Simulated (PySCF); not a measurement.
## Electron correlation in Zr²⁺ (zirconium, charge +2)

[Kr] 4d1 5p1, one real determinant (an excited configuration). Calculation: PySCF 2.14, in aug-cc-pwCVDZ-PP with ECP28MDF; scalar relativity through the core potential. Frozen: 4s2 4p6; 2 electrons correlated.

With two correlated electrons CCSD is exact within the correlated space (frozen core and kept virtual orbitals).

```json
{"level": "CCSD", "correlation energy (mhartree)": "-4.49"}
```

Diagnostics: T1 = 0.0044, D1 = 0.0072, largest double amplitude 0.057.

The real determinant used has ⟨L²⟩ near 8 against 12 for a pure F term, so it mixes terms.

Cost of the coupled-cluster step: of the order of 3 core-seconds, for 2 correlated electrons.

Iterations:

```
CC2 = 0
CCSD nocc = (np.int64(2), np.int64(0)), nmo = (66, 66)
frozen orbitals [[0, 1, 2, 3], [0, 1, 2, 3]]
max_cycle = 100
direct = 0
conv_tol = 1e-08
conv_tol_normt = 1e-06
diis_space = 8
diis_start_cycle = 0
Init t2, MP2 energy = -0.00282516592115738
Init E_corr(UCCSD) = -0.00282516592328827
cycle = 1  E_corr(UCCSD) = -0.00375438230205434  dE = -0.000929216379  norm(t1,t2) = 0.0170136
cycle = 2  E_corr(UCCSD) = -0.00411125768232596  dE = -0.00035687538  norm(t1,t2) = 0.00839043
cycle = 3  E_corr(UCCSD) = -0.00443046447032791  dE = -0.000319206788  norm(t1,t2) = 0.00475402
cycle = 4  E_corr(UCCSD) = -0.00443229338037813  dE = -1.82891005e-06  norm(t1,t2) = 0.00155047
cycle = 5  E_corr(UCCSD) = -0.0044382331831848  dE = -5.93980281e-06  norm(t1,t2) = 0.00102694
cycle = 6  E_corr(UCCSD) = -0.0044404513609498  dE = -2.21817776e-06  norm(t1,t2) = 0.000970021
cycle = 7  E_corr(UCCSD) = -0.00447738468913255  dE = -3.69333282e-05  norm(t1,t2) = 0.000895441
cycle = 8  E_corr(UCCSD) = -0.00448442944173317  dE = -7.0447526e-06  norm(t1,t2) = 0.000397172
cycle = 9  E_corr(UCCSD) = -0.00449013630036981  dE = -5.70685864e-06  norm(t1,t2) = 8.35351e-05
cycle = 10  E_corr(UCCSD) = -0.00448891169599751  dE = 1.22460437e-06  norm(t1,t2) = 3.04366e-05
cycle = 11  E_corr(UCCSD) = -0.00448891056394463  dE = 1.13205288e-09  norm(t1,t2) = 1.12462e-05
cycle = 12  E_corr(UCCSD) = -0.00448894594247276  dE = -3.53785281e-08  norm(t1,t2) = 3.74016e-06
cycle = 13  E_corr(UCCSD) = -0.00448894687833844  dE = -9.35865681e-10  norm(t1,t2) = 7.68318e-07
UCCSD converged
E(UCCSD) = -45.42084005873906  E_corr = -0.004488946878338443
```

The reference is one real determinant that mixes LS terms of this configuration.
